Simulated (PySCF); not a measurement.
# N+: excitation energy

N+ [He] 2s2 2p2 (3P) → N+ [He] 2s1 2p2 3s1 (5P), as a difference of total energies. All numbers are calculated (PySCF 2.14, the spin-free X2C one-electron Hamiltonian (Gaussian nucleus), in dyall-av3z (15s9p3d2f, 71 functions)). Correlated levels: valence: 1s2 frozen; virtual orbitals above 40 to 60 times the deepest correlated orbital energy dropped. The calculations carry no spin-orbit coupling.

| method | excitation energy (eV) |
| --- | --- |
| UHF | 23.359 |
| MP2 (valence) | 24.914 |
| SCS-MP2 (valence) | 25.324 |
| CCSD (valence) | 25.327 |
| CCSD(T) (valence) | 25.369 |

Task: How much does correlation contribute at CCSD(T) (valence)?

Result: 25.369 − (23.359) = 2.010 eV, measured against UHF.

The promoted electron is Rydberg-like, and one or two diffuse shells describe it only roughly, which tends to raise the upper state.
